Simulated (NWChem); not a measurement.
# Lowest excitation of H$_{2}$ClGa

SMILES: [Cl][GaH2]
```xyz
4

Ga     0.0000     0.0000     0.7120
H     -1.4237     0.0000     1.3741
H      1.4237     0.0000     1.3741
Cl     0.0000     0.0000    -1.4601
```
Charge 0, spin multiplicity 1.

Everything below was run with NWChem. Structure: optimised with PBE/def2-SVP, a minimum by its harmonic frequencies.

Basis set: def2-SVPD. CR-EOMCCSD(T) is the triples correction to the same EOM-CCSD root.

The Hamiltonian is non-relativistic. The correlated methods keep 14 core orbitals frozen. B3LYP has NWChem's definition, with VWN1-RPA local correlation. The structure started from a generated list of species. Coupled-cluster values serve here as a point of comparison, not as the truth.

For the lowest vertical singlet excitation energy, CIS gives 6.40 eV and EOM-CCSD gives 5.52 eV. What do TD-PBE, CR-EOMCCSD(T), TD-B3LYP give?

TD-PBE: 4.55 eV; CR-EOMCCSD(T): 5.40 eV; TD-B3LYP: 4.93 eV.
